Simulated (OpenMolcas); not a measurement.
## Ni7+: effect of the basis set

- Program: OpenMolcas 26.06
- Method: CASSCF
- Active space: 3 electrons in 5 orbitals (3d)
- State averaging: 2S+1 = 4 even, 10 roots; 2S+1 = 2 even, 40 roots
- Spin-orbit coupling: RASSI with atomic mean-field integrals over the reference wave functions, term energies averaged over their components

A. ANO-RCC-VDZP [5s4p2d1f], DKH2, point nucleus; cost about 7 core-seconds
B. ANO-RCC-VTZP [6s5p3d2f1g], DKH2, point nucleus; cost of the order of 15 core-seconds
C. ANO-L-VTZP [6s5p3d2f1g], non-relativistic, point nucleus; cost of the order of 20 core-seconds
D. ANO-R2 [6s5p4d2f1g], X2C, finite nucleus; cost about 9 core-seconds
E. ANO-RCC-VQZP [7s6p4d3f2g1h], DKH2, point nucleus; cost roughly 19 core-seconds
F. ANO-R3 [7s5p5d3f2g1h], X2C, finite nucleus; cost roughly 8 core-seconds

Energies in cm⁻¹ above 3d³ ⁴F_3/2, the measured ground level; measured values from Corliss and Sugar, J. Phys. Chem. Ref. Data 10, 197 (1981).

| Level | A | B | C | D | E | F | Measured |
| --- | --- | --- | --- | --- | --- | --- | --- |
| 3d³ ⁴F_3/2 | 0.0 | 0.0 | 0.0 | 0.0 | 0.0 | 0.0 | 0.0 |
| 3d³ ⁴F_5/2 | 955 | 978 | 1018 | 950 | 939 | 947 | 1012 |
| 3d³ ⁴F_7/2 | 2225 | 2277 | 2367 | 2215 | 2190 | 2208 | 2184 |
| 3d³ ⁴F_9/2 | 3754 | 3841 | 3988 | 3740 | 3699 | 3729 | 3721 |
| 3d³ ⁴P_1/2 | 27975 | 28222 | 28428 | 28369 | 28323 | 28250 | 23261 |
| 3d³ ⁴P_3/2 | 28228 | 28478 | 28684 | 28630 | 28583 | 28508 | 23710 |
| 3d³ ²G_7/2 | 29017 | 29285 | 29485 | 29492 | 29457 | 29348 |  |
| 3d³ ⁴P_5/2 | 29502 | 29785 | 30055 | 29889 | 29824 | 29765 | 24669 |
| 3d³ ²G_9/2 | 30182 | 30466 | 30701 | 30653 | 30608 | 30507 |  |
| 3d³ ²P_3/2 [63 %] | 38065 | 38378 | 38616 | 38663 | 38618 | 38471 |  |
| 3d³ ²P_1/2 | 38169 | 38491 | 38762 | 38746 | 38693 | 38559 |  |
| 3d³ ²H_9/2 | 38439 | 38768 | 39058 | 39011 | 38953 | 38824 |  |
| 3d³ ²H_11/2 | 39231 | 39567 | 39875 | 39804 | 39741 | 39615 |  |
| 3d³ ²D_3/2(1) [67 %] | 42552 | 42920 | 43283 | 43158 | 43082 | 42951 |  |
| 3d³ ²D_5/2(1) | 42684 | 43042 | 43372 | 43313 | 43246 | 43101 |  |
| 3d³ ²F_7/2 | 65127 | 65592 | 66034 | 66032 | 65934 | 65712 |  |
| 3d³ ²F_5/2 | 65651 | 66123 | 66583 | 66554 | 66451 | 66233 |  |
| 3d³ ²D_5/2(2) | 101436 | 102093 | 102732 | 102852 | 102712 | 102328 |  |
| 3d³ ²D_3/2(2) | 102061 | 102728 | 103390 | 103473 | 103327 | 102949 |  |

Deviations, from unrounded energies. A percentage is the sum of absolute deviations over the sum of measured energies, with the sign that they share, or ± where signs differ.

```
                        Against measurement  Levels      A      B      C      D      E      F
             mean absolute deviation (cm-1)       6   2400   2500   2700   2600   2500   2500
      fine structure of the ground term (%)       3   ±1.9   ±3.6   +6.6   ±1.6   ±1.5   ±1.4
other terms of the ground configuration (%)       3  +19.6  +20.7  +21.7  +21.3  +21.1  +20.8
```

A lies closest to measurement on these levels and C furthest from it. The largest miss of A in the table is 3d³ ⁴P_5/2, by +4800 cm-1. The ranking rests on the paired levels alone, and a cruder setting can come out closer through cancelling errors.

Among A to F the level of the table that moves most is 3d³ ²D_5/2(2), by 1400 cm-1 (lowest in A, highest in D).

Without dynamic correlation excited terms often stand tens of per cent too high (terms of higher spin than the ground term too low), and those without a measured partner can miss by more than the paired ones. The basis is small and was not contracted for so high a charge (holds for A). Measured partners are found by configuration, term and J. A level has none where our copy of the source lacks it or the pairing is in doubt (some pairs that miss far off the trend of their configuration count as doubtful), and it then counts in no deviation. Only configurations of the active space appear.

A share in square brackets marks a mixed level and gives the weight of the term that names it, the lowest over the columns. A number in round brackets counts repeated terms of one configuration in the order of the reference energies.
